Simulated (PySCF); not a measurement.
# Dipole response of Cu (copper, neutral)

[Ar] 3d9 4s2, 2D determinant (an excited configuration). Calculation: PySCF 2.14, in aug-cc-pwCVTZ-DK with one added diffuse shell each of s, p, d, f, g type (11s10p8d5f4g, 152 functions); scalar relativity by spin-free X2C-1e. Coupled (time-dependent) response in atomic units; α is the mean over directions.

| method | mean α (bohr³) | α xx, yy, zz | C₆ (like pair) | S(−4) |
| --- | --- | --- | --- | --- |
| PBE0 | 44.72 | 45.17, 45.17, 43.81 | 346.3 | 1022 |

S(−4) is the Cauchy moment in α(ω) = α(0) + S(−4) ω² + …

α(iu) at PBE0:

```tsv
u (hartree)	α(iu) (bohr³)
0	44.72
0.0500	42.32
0.100	36.59
0.200	24.42
0.300	16.42
0.500	8.846
0.750	5.219
1.00	3.588
1.50	2.129
2.00	1.471
3.00	0.8622
5.00	0.4225
```

A single London oscillator, α(iu) = α/(1 + u²/ω²), gives C₆ = (3/4) ω α². Matching the computed C₆ needs ω = 4 × 346.3 / (3 × 44.72²) = 0.231 hartree.

The components differ because the open shell of this determinant is not spherical; for a pure term their mean is the scalar polarisability.
